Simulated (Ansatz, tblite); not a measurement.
Removing and adding an electron: trans-PtH2(AsH3)2 (As2PtH8). The state is a singlet with charge 0. Geometry: r2SCAN-D4/def2-SVP. Ansatz, gas phase; energy differences of separate SCF runs; the oxidised species was run as a doublet alone; the reduced species was run as a doublet alone.

```xyz
11

Pt    0.025    0.001   -0.045
H     0.639    0.120   -1.574
As   -0.727   -2.183   -0.454
H    -2.033   -2.648    0.147
H     0.154   -3.296    0.063
H    -0.938   -2.711   -1.854
H    -0.591   -0.120    1.490
As    0.733    2.184    0.443
H     1.155    2.551    1.846
H    -0.296    3.270    0.238
H     1.879    2.832   -0.300
```

In the def2 sets Pt takes a core potential; there is no spin–orbit coupling. The xTB rows come from tblite. HOMO above LUMO, or a gap near zero within one spin, warns that the state may not be the lowest or that an electron is smeared out.

Estimate orbital energies and vertical ionisation energies and electron affinities at: GFN1-xTB; GFN2-xTB; PBE-D4/def2-TZVP; PBE-D4/def2-TZVPD; r2SCAN-D4/def2-TZVP; r2SCAN-D4/def2-TZVPD; PBE0-D4/def2-TZVP; PBE0-D4/def2-TZVPD.


```
               level  −HOMO (eV)  vertical IE (eV)  −LUMO (eV)  vertical EA (eV)  HOMO–LUMO gap (eV)  IE − EA (eV)                                     remarks
            GFN1-xTB       10.62             13.53        7.01              4.40                3.60          9.13                                           –
            GFN2-xTB        9.55             12.60        6.35              4.30                3.20          8.30                                           –
    PBE-D4/def2-TZVP        5.31              8.19        1.52                 –                3.79             –  gap within one spin near zero (+1 doublet)
   PBE-D4/def2-TZVPD        5.33                 –        1.69             -0.06                3.65             –                HOMO above zero (-1 doublet)
 r2SCAN-D4/def2-TZVP        5.53              8.24        1.30                 –                4.23             –                                           –
r2SCAN-D4/def2-TZVPD        5.53                 –        1.32             -0.28                4.21             –                HOMO above zero (-1 doublet)
   PBE0-D4/def2-TZVP        6.39              8.29        0.72                 –                5.67             –                                           –
  PBE0-D4/def2-TZVPD        6.40                 –        0.84             -0.33                5.55             –                HOMO above zero (-1 doublet)
```

   A HOMO above zero means that the electron is unbound at that level or that self-interaction error raises the level; the energy of removing that electron tells which. Raw xTB energy differences between charge states are shifted by several eV; the methods need an empirical correction for them. A negative affinity means that the extra electron isn't bound; its size then hangs on the basis.
